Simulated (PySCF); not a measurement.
C2H6F2Sn, SMILES [CH3][Sn]([CH3])([F])[F].

Geometry optimised at B3LYP-D3(BJ)/def2-SVP. The def2 effective core potentials stand for the cores of Sn; spin–orbit coupling is left out.

Calculation: TDA-CAM-B3LYP/def2-SVPD (PySCF 2.14.0).

Vertical excitations.  State labels are in the subgroup Cs.

```json
[
 {"state": "S1", "symmetry": "A\"", "energy (eV)": "7.35", "λ (nm)": "169", "f": "0.000", "main pairs": "HOMO→LUMO+1 96 %"},
 {"state": "S2", "symmetry": "A\"", "energy (eV)": "7.40", "λ (nm)": "167", "f": "0.471", "main pairs": "HOMO→LUMO 87 %"},
 {"state": "S3", "symmetry": "A\"", "energy (eV)": "7.83", "λ (nm)": "158", "f": "0.078", "main pairs": "HOMO→LUMO+2 86 %"},
 {"state": "S4", "symmetry": "A'", "energy (eV)": "8.33", "λ (nm)": "149", "f": "0.005", "main pairs": "HOMO−2→LUMO 60 %, HOMO−2→LUMO+2 16 %, HOMO−1→LUMO+1 15 %"},
 {"state": "S5", "symmetry": "A'", "energy (eV)": "8.36", "λ (nm)": "148", "f": "0.199", "main pairs": "HOMO−1→LUMO 76 %"},
 {"state": "S6", "symmetry": "A\"", "energy (eV)": "8.51", "λ (nm)": "146", "f": "0.000", "main pairs": "HOMO−3→LUMO 67 %, HOMO−3→LUMO+2 21 %"},
 {"state": "S7", "symmetry": "A'", "energy (eV)": "8.79", "λ (nm)": "141", "f": "0.013", "main pairs": "HOMO→LUMO+3 41 %, HOMO−5→LUMO 26 %, HOMO−2→LUMO+1 17 %, HOMO−1→LUMO+2 6 %"},
 {"state": "S8", "symmetry": "A\"", "energy (eV)": "8.95", "λ (nm)": "139", "f": "0.000", "main pairs": "HOMO−4→LUMO 51 %, HOMO−3→LUMO+1 30 %"},
 {"state": "S9", "symmetry": "A'", "energy (eV)": "9.05", "λ (nm)": "137", "f": "0.008", "main pairs": "HOMO→LUMO+3 41 %, HOMO−2→LUMO+1 26 %, HOMO−5→LUMO 14 %, HOMO−1→LUMO 6 %"},
 {"state": "S10", "symmetry": "A\"", "energy (eV)": "9.12", "λ (nm)": "136", "f": "0.401", "main pairs": "HOMO→LUMO+4 83 %"},
 {"state": "T1", "symmetry": "A\"", "energy (eV)": "5.87", "λ (nm)": "211", "f": "0", "main pairs": "HOMO→LUMO 82 %"},
 {"state": "T2", "symmetry": "A\"", "energy (eV)": "7.04", "λ (nm)": "176", "f": "0", "main pairs": "HOMO→LUMO+1 94 %"},
 {"state": "T3", "symmetry": "A'", "energy (eV)": "7.30", "λ (nm)": "170", "f": "0", "main pairs": "HOMO−1→LUMO 73 %"},
 {"state": "T4", "symmetry": "A\"", "energy (eV)": "7.50", "λ (nm)": "165", "f": "0", "main pairs": "HOMO→LUMO+2 84 %"}
]
```
Triplets are in the Tamm–Dancoff approximation.
